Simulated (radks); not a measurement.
Valence configurations of Ti (all share [Ar]). All-electron calculation, non-relativistic Kohn-Sham, PBE, spin-polarised, spherical densities, point nucleus; open shells are filled with parallel spins first. Program: a radial shooting solver on a logarithmic mesh with Libxc functionals. Energies are relative to 3d2 4s2; eigenvalues in eV for spin up.

| valence | E (eV) | moment (Bohr magnetons) | e(3d) | e(4p) | e(4s) |
|---|---|---|---|---|---|
| 3d2 4s2 | 0.000 | 2 | -4.984 | - | -4.619 |
| 3d2 4s1 4p1 | 1.984 | 4 | -6.142 | -2.419 | -5.672 |
| 3d2 4s1.5 4p0.5 | 1.133 | 3 | -5.619 | -2.075 | -5.210 |
| 3d2.5 4s1.5 | -0.265 | 3 | -3.577 | - | -4.342 |
| 3d2.5 4s0.5 4p1 | 1.997 | 4 | -4.689 | -2.147 | -5.174 |
| 3d1.5 4s1.5 4p1 | 3.325 | 3 | -7.929 | -2.663 | -6.085 |
| 3d1.5 4s2 4p0.5 | 2.124 | 2 | -7.370 | -2.235 | -5.563 |
| 3d1 4s1.5 4p1.5 | 6.436 | 3 | -10.449 | -3.238 | -6.952 |
| 3d2 4p2 | 5.268 | 4 | -7.192 | -2.929 | - |
| 3d1 4s2 4p1 | 5.173 | 2 | -9.950 | -2.857 | -6.481 |

NIST lists [Ar] 3d2 4s2 as the ground configuration; this level of theory puts 3d2.5 4s1.5 lower, by 0.265 eV. The energies are those of spherical high-spin densities, not of single terms.
